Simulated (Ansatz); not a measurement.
Basis sets compared for the cluster AlSi5. The state is a doublet with charge 0. Geometry r2SCAN-D4/def2-SVP. Ansatz on 4 threads of AMD EPYC 9B14 on a shared host; times are rough, and most runs start from earlier orbitals.

```xyz
6

Al   -0.383   -1.199    0.511
Si   -1.078    2.875   -0.003
Si    0.259    1.084   -0.387
Si    1.670   -0.732   -0.829
Si   -1.719    0.818    0.866
Si    1.251   -2.847   -0.159
```

Another isomer (doublet) lies 1.76 eV lower at PBE0-D4/def2-TZVP; other spin states weren't run for this one.

Binding counts from free atoms (Al doublet, Si triplet) in the same basis, without a counterpoise term.

```
           level  functions  energy (Eh)  HOMO (eV)  LUMO (eV)  binding per atom (eV)  wall time
 PBE-D4/def2-SVP        108   -1688.4490      -5.17      -4.49                   3.11      1.6 s
PBE0-D4/def2-SVP        108   -1688.5785      -6.03      -3.88                   2.97      2.3 s
```

Q: Estimate the rows for PBE-D4/def2-TZVP (with forces), PBE0-D4/def2-TZVP.

A: 
```json
{"level": "PBE-D4/def2-TZVP (with forces)", "functions": "222", "energy (Eh)": "-1689.0356", "HOMO (eV)": "-5.08", "LUMO (eV)": "-4.41", "binding per atom (eV)": "3.15", "wall time": "3.6 s"}
{"level": "PBE0-D4/def2-TZVP", "functions": "222", "energy (Eh)": "-1689.1605", "HOMO (eV)": "-5.92", "LUMO (eV)": "-3.77", "binding per atom (eV)": "3.01", "wall time": "8 s"}
```
